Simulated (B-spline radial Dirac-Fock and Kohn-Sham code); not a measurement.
Atomic SCF run for Fe

ΔSCF core binding energies without Breit or QED terms, calculated with a B-spline atomic structure program. Keys: rel is the Hamiltonian (dirac, or spin-free x2c and nr, where L3 and M5 stand for the whole 2p and 3d shells), method is hf or an exchange,correlation pair (spin-unpolarised, also for the hole states), nuc the nuclear model, radius_factor scales its radius, rmax is the box in bohr, h the logarithmic mesh step, order the B-spline order, points the quadrature points per cell, c_factor scales the speed of light, and damp, ndamp, maxit and tol steer the iteration. The run stops when the commutator error falls below 10·tol·max(1, Z/10), or the numerical noise floor, and the energy has settled to about 1e-8 Ha; the virial ratio is −V/T.

Input (task.json):

```json
{"items": [{"Z": 26, "q": 0, "cfg": [[1, 0, 2], [2, 0, 2], [2, 1, 6], [3, 0, 2], [3, 1, 6], [3, 2, 6], [4, 0, 2]], "A": 56, "rrms": 3.7377, "do": "settings", "holes": ["K", "L3", "M5"],
  "settings": [{"rel": "dirac", "method": "hf", "nuc": "fermi", "radius_factor": 1.0, "rmax": 45.0, "h": 0.3, "order": 8, "points": 3, "c_factor": 1.0, "maxit": 100, "damp": 0.5, "ndamp": 3, "tol": 1e-08}]}]}
```

Command: `python xray2_run.py task.json out`

Ground-state iterations:

```
iter   energy (Ha)        error
   1    -1258.33351809  9.61e-01
   2    -1264.65391953  6.28e-01
   3    -1270.77973677  1.73e-01
   4    -1271.32009325  6.20e-02
   5    -1271.38249548  1.52e-02
   6    -1271.38810327  1.55e-02
   7    -1271.39149100  3.25e-03
   8    -1271.39180024  9.98e-04
   9    -1271.39182045  6.32e-05
  10    -1271.39182068  8.95e-06
  11    -1271.39182068  9.60e-07
  12    -1271.39182069  7.67e-08
```

The ground state converged in 12 iterations, with total energy -1271.39182 Ha, virial ratio 1.98564 and highest orbital energy -7.18 eV. ΔSCF binding energies: K (1s) 7135.5 eV, L3 (2p3/2) 722.9 eV. Holes are computed only in closed shells, and unreliable hole states are left out.

One setting is outside the advised range (too few quadrature points), but here it does no visible harm: the result matches the run with default settings.
